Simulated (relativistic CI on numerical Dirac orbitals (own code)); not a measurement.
Zr+: resonant inelastic scattering at the L2,3 edge

Computed with this model: Dirac-Coulomb-Breit CI, orbitals from a KLI potential per configuration, a model potential for QED, valence Slater integrals scaled by 0.8, Kramers-Heisenberg scattering through one core-hole configuration in a parametric crystal field; configurations [Kr] 4d3 → [He] 2s2 2p5 3s2 3p6 3d10 4s2 4p6 4d4; 10 K; core-hole width 1.6 eV; summed over polarisations. Incident energies are the highest absorption maxima for each field (at most a few, so the weaker spin-orbit partner edge can be absent), on the computed scale of the free ion. Intensities are in per cent of the strongest line above 0.02 eV; levels within 1 cm⁻¹ are merged; final levels count from the ground level, the first row holds all elastic scattering, lines under 0.4 are left out and each table stops after 24 rows. The scale of the Slater integrals is a model choice and moves the terms in proportion. The configuration is assumed, with all valence electrons in the open shell; the free ion's ground configuration is another.

Field parameters in Wybourne normalisation: D3d B²₀ = −7Dσ, B⁴₀ = −14Dq − 21Dτ, B⁴₃ = −14√(10/7) Dq; Td as Oh with Dq negative (B⁴₀ = 21Dq, B⁴₄ = √(5/14) B⁴₀). The field is a parameter set, without covalency.

S is read from ⟨S²⟩ = S(S + 1).

D3d, 10Dq = 19850, Dσ = 570, Dτ = 380 cm⁻¹:

```tsv
Final level (eV)	Degeneracy	Irrep	S	2224.2 eV	2308.5 eV
0.000	4	Γ4+Γ5+Γ6	1.50	952.9	202.0
0.789	2	Γ5+Γ6	0.50	2.5	3.2
0.826	2	Γ4	0.50	4.4	6.0
1.116	2	Γ4	0.50	3.8	4.5
1.119	2	Γ5+Γ6	0.50	5.4	7.2
1.134	2	Γ4	0.50	5.3	6.3
1.734	2	Γ4	0.50	10.1	12.7
2.026	2	Γ4	0.50	9.4	13.0
2.045	2	Γ5+Γ6	0.50	7.2	8.4
2.470	4	Γ4+Γ5+Γ6	1.50	100.0	30.4
2.624	2	Γ4	1.50	54.2	14.0
2.634	2	Γ4	1.50	46.8	13.6
2.643	2	Γ5+Γ6	1.50	43.1	14.3
2.653	2	Γ4	1.50	42.4	15.9
3.083	2	Γ4	1.50	24.4	9.3
3.084	2	Γ5+Γ6	1.50	23.2	9.0
3.345	2	Γ4	0.51	0.7	0.6
3.358	2	Γ5+Γ6	0.51	0.8	0.6
3.434	2	Γ4	1.00	15.5	3.5
3.453	2	Γ4	1.50	23.5	13.8
3.455	2	Γ5+Γ6	1.50	24.8	11.4
3.457	2	Γ4	1.50	28.5	7.9
3.474	2	Γ4	1.16	19.2	5.2
3.589	2	Γ4	0.50	2.0	1.5
```

Td, 10Dq = -5000 cm⁻¹:

```
Final level (eV)  Degeneracy  Irrep     S  2223.8 eV  2308.4 eV
           0.000           4     Γ8  1.49     3891.8      452.6
           0.006           2     Γ7  1.50       35.6       39.3
           0.043           4     Γ8  1.50       48.2       24.6
           0.067           2     Γ6  1.50       53.0        5.8
           0.464           4     Γ8  0.52      100.0       75.4
           0.560           2     Γ7  1.50       35.0        6.7
           0.564           4     Γ8  1.49       51.8       32.5
           0.582           2     Γ6  1.50       16.9        4.6
           0.586           4     Γ8  1.49       36.4       25.1
           0.959           2     Γ6  0.51       13.9       20.2
           0.973           4     Γ8  0.51       28.3       33.6
           0.983           2     Γ7  0.51        1.5        1.3
           1.016           4     Γ8  0.52       31.0       26.1
           1.196           4     Γ8  1.49        5.8        5.3
           1.243           2     Γ6  0.72       72.7       32.2
           1.254           4     Γ8  0.88       48.0       19.2
           1.330           2     Γ6  1.37       72.7        7.1
           1.357           2     Γ7  1.49       15.9        2.4
           1.358           4     Γ8  1.50       15.1       20.3
           1.363           4     Γ8  1.26       47.8       11.9
           1.453           2     Γ6  0.50        6.5        4.3
           1.571           4     Γ8  0.51       21.4       15.4
           1.581           2     Γ7  0.51        1.7        2.0
           1.663           2     Γ6  0.50        7.1        7.4
```

For the first field the strongest loss at the lowest incident energy is the level at 2.47 eV (S = 1.50, against 1.50 in the thermal ground state). Levels of other spin, the first over 8 % at 1.73 eV, appear because spin-orbit coupling of the core hole, and in heavier ions of the valence shell too, mixes spins.
